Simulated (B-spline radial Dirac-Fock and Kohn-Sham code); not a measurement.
# What relativity does to the binding energies of Re⁷⁺

System: the Re⁷⁺ ion in the configuration [Xe] 4f14.

Both columns are ΔSCF binding energies of the configuration average from a radial B-spline solver: non-relativistic Hartree-Fock with a point nucleus, and Dirac-Fock with a finite nucleus and the Coulomb interaction alone, averaged over the two j levels with weights 2j+1.

```tsv
shell	Hartree-Fock (eV)	Dirac-Fock (eV)	shift (eV)	shift (%)
1s	66139.4	72150.6	+6011.25	+9.09
2s	11095.8	12693.6	+1597.79	+14.40
2p	10625.0	11157.3	+532.36	+5.01
3s	2665.7	3060.9	+395.28	+14.83
3p	2446.7	2594.9	+148.16	+6.06
3d	2042.7	2025.1	-17.59	-0.86
4s	647.8	744.8	+97.04	+14.98
4p	554.6	588.6	+34.01	+6.13
4d	384.9	379.8	-5.05	-1.31
4f	161.1	150.2	-10.83	-6.72
5s	175.6	193.0	+17.42	+9.92
5p	142.7	147.3	+4.64	+3.26
```

Relativity binds 1s, 2s, 2p, 3s, 3p, 4s, 4p, 5s, 5p more strongly, among those listed most of all 4s in relative terms, and 3d, 4d, 4f more weakly, because the contracted s and p shells screen the nucleus better.

Values without a named source are computed, but for edge energies of neutral atoms, which are taken from tables.
